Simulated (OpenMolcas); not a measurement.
Cr2+ (d4) on a cation site of an ionic host was computed by CASSCF with the d shell active (OpenMolcas, ANO-RCC-VDZP on the metal). Its lowest spin-free states, and all those of the highest spin:

```tsv
2S+1	Degeneracy	E (cm-1)
5	3	0.0
5	2	3789
3	3	16776
3	3	18664
3	3	20079
3	2	22004
3	3	22547
3	3	22791
1	1	22804
3	1	25307
3	3	25346
3	3	25556
```

Task: Is the site octahedral, tetrahedral or cube-like, axial, or of lower symmetry?

Result: The states with 2S+1 = 5 have orbital degeneracies 3, 2. Threefold states need a cubic site. For d4 at this spin an octahedron puts the twofold E below the threefold T2 and a tetrahedron or cube puts the threefold T2 below the twofold E, so the site is a tetrahedron or a cube, which this pattern cannot tell apart. The first gap at this spin, 3790 cm-1, is |10Dq| in ligand-field theory. The run had Cr2+ with its 8 nearest fluoride ions at 2.334 Å, on the Sr site of SrF2 (a = 5.796 Å, distance in the model lattice 2.510 Å). The rest of the host is ab initio model potentials to 7.6 Å and point charges beyond; the distance is set by hand and nothing relaxes. Ligand basis ANO-RCC-VDZP.

An orbital triplet at a regular site is open to Jahn-Teller coupling, which can distort the site and quench the lowest spin-orbit gaps and is left out. Without dynamic correlation the repulsion within the d shell is too large (B by tens of per cent), so at a given field states of lower spin stand too high. Ligand-to-metal charge-transfer states are missing. With no ligand orbital active B as a rule stays too high, so bands that hang on it stand too high and its fall with covalency is understated. With metal d orbitals alone and no dynamic correlation 10Dq can be off by a tenth to a fifth, either way, in oxide and fluoride hosts. No measured value stands beside these numbers; the geometry was set by hand and not optimised.
